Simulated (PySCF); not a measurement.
First SCF of a structure search on triplet H2RuO, at a hand-made trigonal pyramidal geometry. PySCF input:

```python
from pyscf import gto, scf, dft
mol = gto.M(atom='''
Ru     0.000000     0.000000     0.000000
O     -0.754900    -1.307600     0.802800
H      1.386200     0.000000     0.737100
H     -0.693100     1.200500     0.737100''',
    basis={'Ru': 'def2-TZVP', 'O': 'def2-TZVP', 'H': 'def2-TZVP'},
    ecp={'Ru': 'def2-TZVP'},
    charge=0, spin=2)
mf = dft.UKS(mol, xc='PBE0')
mf.grids.atom_grid = (50, 194)
aux = {'Ru': 'def2-universal-JKFIT', 'O': 'def2-universal-JKFIT', 'H': 'def2-universal-JKFIT'}
mf = mf.density_fit(auxbasis=aux)
mf.conv_tol = 1e-08
mf.diis_space = 10
mf.max_cycle = 60
mf.init_guess = 'minao'
mf.verbose = 4
mf.kernel()
```

Excerpt of the output (cycles alone):

```
init E= -163.251765337347
cycle= 1 E= -170.823942379016  delta_E= -7.57  |g|= 0.93  |ddm|= 2.87
cycle= 2 E= -168.261279182544  delta_E= 2.56  |g|= 2.28  |ddm|= 3.26
cycle= 3 E= -170.992098812086  delta_E= -2.73  |g|= 0.725  |ddm|=  3.1
cycle= 4 E= -171.129043393381  delta_E= -0.137  |g|= 0.404  |ddm|= 0.46
cycle= 5 E= -171.194543163443  delta_E= -0.0655  |g|= 0.0276  |ddm|= 0.232
cycle= 6 E= -171.194911457751  delta_E= -0.000368  |g|= 0.0208  |ddm|= 0.0403
cycle= 7 E= -171.195133491918  delta_E= -0.000222  |g|= 0.00733  |ddm|= 0.017
cycle= 8 E= -171.195186418992  delta_E= -5.29e-05  |g|= 0.00563  |ddm|= 0.0115
cycle= 9 E= -171.195213941719  delta_E= -2.75e-05  |g|= 0.00145  |ddm|= 0.00881
cycle= 10 E= -171.195216882636  delta_E= -2.94e-06  |g|= 0.000568  |ddm|= 0.00305
cycle= 11 E= -171.195217499054  delta_E= -6.16e-07  |g|= 0.000169  |ddm|= 0.00149
cycle= 12 E= -171.195217565382  delta_E= -6.63e-08  |g|= 7.33e-05  |ddm|= 0.000532
cycle= 13 E= -171.195217573463  delta_E= -8.08e-09  |g|= 2.19e-05  |ddm|= 0.000146
Extra cycle  E= -171.195217574471  delta_E= -1.01e-09  |g|= 3.67e-05  |ddm|= 5.89e-05
converged SCF energy = -171.195217574471  <S^2> = 2.0211369  2S+1 = 3.0140583
```

No lower solution of this spin was found from smeared starts or by a stability analysis within the unrestricted form.

With open d or f shells other occupations or spin states may lie lower.

The search for the lowest solution, 3 starts and the stability check together, took 9.5 s on 2 threads of a shared Arm Neoverse V1 host, with 83 basis functions.
